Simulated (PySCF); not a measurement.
Which level of theory gave which numbers?

C3H3BClF.
SMILES: `FBC1=C(Cl)C1`

The closed-shell ground state was solved 7 times with PySCF (density fitting, gas phase), always in the pcSseg-2 basis (265 functions), with these functionals: B97-2, BHandHLYP, CAM-B3LYP, HF, LC-wPBE, LDA and wB97X-D. One conformer (not necessarily the lowest) at the PBE0-D3(BJ)/def2-SVP geometry, without solvent, vibrations or thermal averaging.

```
row  total energy (Eh)  HOMO (eV)  LUMO (eV)  dipole (D)
  P          -701.0548      -7.42      -2.21        1.51
  Q          -697.6479      -6.73      -3.36        1.60
  R          -701.0162      -9.42      -0.39        1.47
  S          -700.8122     -10.23      -0.01        1.43
  T          -700.9719      -8.61      -1.19        1.60
  U          -701.0089      -8.91      -1.13        1.51
  V          -699.0372     -10.03       1.31        1.66
```

Q: Which functional belongs to which row?

A: P = B97-2, Q = LDA, R = wB97X-D, S = LC-wPBE, T = BHandHLYP, U = CAM-B3LYP, V = HF. By rising HOMO–LUMO gap: LDA (LDA) 3.37 eV; B97-2 (global hybrid, 21 % exact exchange) 5.21 eV; BHandHLYP (global hybrid, 50 % exact exchange) 7.42 eV; CAM-B3LYP (range-separated hybrid) 7.78 eV; wB97X-D (range-separated hybrid) 9.03 eV; LC-wPBE (range-separated hybrid) 10.22 eV; HF (all exact exchange) 11.34 eV. Total energies of different functionals aren't bounds to one another; each is stationary for its own functional.

Shape of the structure used: `[F:1][BH:2][C:3]1=[C:4]([Cl:5])[CH2:6]1`: F1–B2–C3–C4 2°.

Note: wB97X-D ran without an empirical dispersion term, which enters the total energy and its gradient alone.
